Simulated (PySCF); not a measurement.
ScCl₂, SMILES [Cl][Sc+][Cl], charge +1. Coordinates come from a B3LYP-D3(BJ)/def2-TZVP optimisation. The multiplicity is an assumed one; other spin states were not compared. The isomer is the one that the SMILES or the coordinates give; other isomers of the formula were not compared.

These are B3LYP-D3(BJ)/def2-TZVP in PySCF values and carry that method's errors.

Harmonic wavenumbers (cm⁻¹): 107, 476, 529. Rotational constants (GHz): 13.07, 2.086, 1.799; symmetry number 2.

Question: Work out the zero-point energy and the ideal-gas rigid-rotor harmonic-oscillator thermochemistry at 298.15 K and 1 atm.

Answer: ZPE = ½ Σ hcν = ½ × 1112 cm⁻¹ = 1.59 kcal/mol. H − E(el) = 4.69 kcal/mol. Entropy in cal/(mol K): translation 40.16, rotation 24.91, vibration 4.63, total 69.69. G − E(el) = -16.09 kcal/mol. Cp = 12.38 cal/(mol K). Modes under 150 cm⁻¹ make the vibrational entropy uncertain.
